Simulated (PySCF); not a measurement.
PySCF 2.14 output of an unrestricted PBE0 calculation on a single atom or ion in aug-cc-pVDZ-DK (5s4p2d, 27 functions), with scalar relativity by spin-free X2C-1e:

```
SCF conv_tol = 1e-09
number electrons alpha = 9  beta = 8
    C. Adamo and V. Barone.,  J. Chem. Phys. 110, 6158 (1999)
    M. Ernzerhof and G. E. Scuseria.,  J. Chem. Phys. 110, 5029 (1999)
cycle= 1 E= -460.931152862932  delta_E= -0.0042  |g|= 0.0275  |ddm|= 0.275
cycle= 2 E= -460.931545079502  delta_E= -0.000392  |g|= 0.017  |ddm|= 0.142
cycle= 3 E= -460.931721814153  delta_E= -0.000177  |g|= 0.00181  |ddm|= 0.0503
cycle= 4 E= -460.931726286441  delta_E= -4.47e-06  |g|= 0.00019  |ddm|= 0.0112
cycle= 5 E= -460.931726315076  delta_E= -2.86e-08  |g|= 2.99e-06  |ddm|= 0.00088
cycle= 6 E= -460.931726315083  delta_E= -6.31e-12  |g|= 7.71e-08  |ddm|= 1.28e-05
converged SCF energy = -460.931726315083  <S^2> = 0.755807  2S+1 = 2.0057986
```

The run itself started from symmetry-adapted Hartree-Fock orbitals and held the occupation by maximum overlap, on a logarithmic radial grid, so the iterations belong to that start.

Which element, charge and spin multiplicity is this?

Cl (chlorine, neutral), multiplicity 2; the state was [Ne] 3s1 3p6, 2S determinant (an excited configuration).
